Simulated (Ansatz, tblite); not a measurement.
Forces on C₉H₁₅NO (relaxed from a model of N-butylpyridinium hydroxide, whose bonding it doesn't keep) at its PBE-D4/def2-SVP geometry. Charge 0, multiplicity 1.

The xTB rows come from tblite.

GFN2-xTB (tblite), largest force 1.12 eV/Å:

```xyz
26
positions Å, forces eV/Å
C     1.112   -2.708   -2.764    0.306   -0.459    0.063
C     0.351   -1.403   -2.522   -0.344    0.350   -0.484
C     0.453   -0.899   -1.080    0.367   -0.400    0.560
C    -0.305    0.414   -0.851   -0.304    0.498   -0.202
N    -0.244    0.883    0.528   -0.055    0.147    0.010
C    -1.273    0.382    1.440    0.252   -0.395   -0.323
C    -0.857    0.584    2.866    0.560    0.762    0.604
C     0.051    1.547    3.210   -0.567   -0.621    0.009
C     0.782    2.270    2.203   -0.050   -0.200   -0.760
C     0.622    1.879    0.896   -0.036    0.090    0.492
H     2.194   -2.590   -2.544   -0.664    0.014   -0.119
H     1.019   -3.048   -3.814   -0.008    0.297    0.613
H     0.731   -3.523   -2.113    0.166    0.546   -0.366
H     0.730   -0.616   -3.213   -0.082   -0.430    0.393
H    -0.721   -1.540   -2.787    0.553   -0.027    0.213
H     1.519   -0.751   -0.801   -0.519   -0.034   -0.220
H     0.060   -1.675   -0.385    0.137    0.398   -0.410
H     0.109    1.206   -1.511   -0.086   -0.366    0.302
H    -1.374    0.304   -1.133    0.442   -0.075    0.186
H    -1.443   -0.691    1.205    0.065    0.362    0.113
H    -1.390   -0.007    3.626    0.332    0.394   -0.506
H     0.259    1.746    4.274   -0.078   -0.147   -0.692
H     1.489    3.068    2.460   -0.485   -0.530   -0.102
H     1.198    2.330    0.072   -0.320   -0.291    0.537
O    -2.552    0.975    1.165    0.622    0.567    0.420
H    -2.523    1.864    1.572   -0.204   -0.450   -0.332
```

PBE-D4/def2-TZVP (Ansatz), largest force 0.58 eV/Å:

```
C 0.136 -0.217 -0.005
C -0.174 0.181 -0.193
C 0.150 -0.146 0.236
C -0.126 0.119 -0.306
N 0.080 0.131 0.109
C 0.391 -0.410 0.101
C 0.053 0.144 0.178
C -0.064 -0.126 -0.013
C -0.001 -0.018 -0.102
C 0.040 0.063 0.063
H -0.280 -0.016 -0.056
H 0.015 0.102 0.270
H 0.085 0.218 -0.164
H -0.075 -0.198 0.174
H 0.266 0.016 0.074
H -0.257 -0.032 -0.081
H 0.087 0.185 -0.176
H -0.083 -0.188 0.178
H 0.272 0.006 0.068
H 0.034 0.285 0.048
H 0.164 0.170 -0.222
H -0.064 -0.060 -0.305
H -0.208 -0.240 -0.086
H -0.177 -0.145 0.239
O -0.201 0.269 0.013
H -0.062 -0.092 -0.042
```

r2SCAN-D4/def2-TZVP (Ansatz), largest force 0.62 eV/Å:

```
C 0.206 -0.326 -0.003
C -0.259 0.267 -0.301
C 0.225 -0.226 0.359
C -0.214 0.201 -0.439
N 0.115 0.198 0.186
C 0.349 -0.510 0.054
C 0.150 0.289 0.285
C -0.192 -0.286 -0.035
C 0.008 -0.033 -0.269
C 0.026 0.082 0.170
H -0.508 -0.027 -0.097
H 0.027 0.185 0.490
H 0.156 0.398 -0.294
H -0.141 -0.351 0.315
H 0.475 0.038 0.136
H -0.457 -0.053 -0.137
H 0.160 0.337 -0.314
H -0.158 -0.349 0.316
H 0.479 0.014 0.142
H 0.067 0.522 0.080
H 0.268 0.305 -0.383
H -0.107 -0.109 -0.532
H -0.364 -0.418 -0.150
H -0.297 -0.248 0.412
O 0.054 0.543 0.221
H -0.068 -0.443 -0.213
```
